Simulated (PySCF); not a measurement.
GeI2, SMILES [I][Ge][I] (connectivity only; charge and spin as stated), neutral, multiplicity 1. Atoms are numbered in the order given.

```xyz
3

Ge     0.0000     0.0000     1.2386
I      0.0000     2.0243    -0.3739
I      0.0000    -2.0243    -0.3739
```
Charge 0, spin multiplicity 1.

Coordinates come from a B3LYP-D3(BJ)/def2-SVP optimisation. The isomer is the one that the SMILES or the coordinates give; other isomers of the formula were not compared. The def2 effective core potentials stand for the cores of I; spin–orbit coupling is left out.

The numbers are results of r2SCAN/def2-TZVPD in PySCF, not measurements.

Mulliken values depend strongly on the basis, most of all with diffuse functions as here. ESP charges are fitted to the potential on shells at 1.4 to 2.0 van der Waals radii. Atomic charges (e):

| atom | Mulliken | ESP fit |
|---|---|---|
| Ge1 | 0.25 | [?] |
| I2 | -0.12 | [?] |
| I3 | -0.12 | [?] |

Complete the blanks. (An estimate is asked for; the answer gives what the named calculation found.)


- Ge1, ESP fit: 0.20
- I2, ESP fit: -0.10
- I3, ESP fit: -0.10
